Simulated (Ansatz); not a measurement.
```yaml
crystal:
  periodic: [false, false, false]
  atoms:
    - {symbol: C, position_ang: [-1.619218, 0.232465, 0.411010]}
    - {symbol: C, position_ang: [-0.755859, 0.302801, 0.302990]}
    - {symbol: C, position_ang: [-0.046552, 0.370479, 0.218739]}
    - {symbol: C, position_ang: [0.958122, 0.350532, 0.093043]}
    - {symbol: Si, position_ang: [1.383111, -0.653400, -0.489617]}
    - {symbol: H, position_ang: [-1.920942, 0.717934, 0.102286]}
    - {symbol: H, position_ang: [-2.084070, 0.200979, 0.985876]}
    - {symbol: H, position_ang: [-1.852385, -0.396115, 0.069964]}
    - {symbol: H, position_ang: [1.162485, 1.038779, -0.251499]}
    - {symbol: H, position_ang: [1.318488, 0.436748, 0.769179]}
    - {symbol: H, position_ang: [0.931791, -0.588833, -1.291580]}
    - {symbol: H, position_ang: [1.147244, -1.299822, -0.036300]}
    - {symbol: H, position_ang: [2.071542, -0.600278, -0.594179]}
basis:
  gaussian: {orbitals: def2-SVPD, point_charges: [{charge: 1.00, position_ang: [6.421, 0.466, -0.315]}]}
hamiltonian: {xc: {name: BLYP}, dispersion: d4}
```

```sh
$ ansatz run in.yaml --threads 4 --pin off --events-out ev --progress --plain --max-ram 10444MiB
```

It prints (some lines left out):

```
Functional definition: BLYP
1416 factors; their error is unknown
mean field evaluation 1: about -11946.1367 eV, gradient 1.5e2 eV
mean field evaluation 2: about -11527.9468 eV, gradient 3.8e2 eV
mean field evaluation 4: about -11992.8489 eV, gradient 3.3e1 eV
mean field evaluation 8: about -11994.9284 eV, gradient 1.2e-1 eV
mean field evaluation 16: about -11994.8824 eV, gradient 7.2e-5 eV
a density is far from that of the atoms, so the factors are made again for it
1729 factors; integrals over basis functions are off by at most 2.7e-4 eV
mean field -11994.88227442 eV, -440.8037931617 hartree, gradient 1.4e-5 eV, S^2 0.000000; 0 other end points of the search recorded, 0 dependent functions left out
reference -11994.88267153 eV, -440.8038077552 hartree; 23, 23 occupied and 145, 145 virtual orbitals, 1729 factors
Total energy: -11995.55038326 eV, -440.8283457088 hartree
```

What is wrong with this run?

The geometry is squeezed to about two thirds of its size. The calculation finished and met its thresholds. The result belongs to that input, not to the molecule as meant.
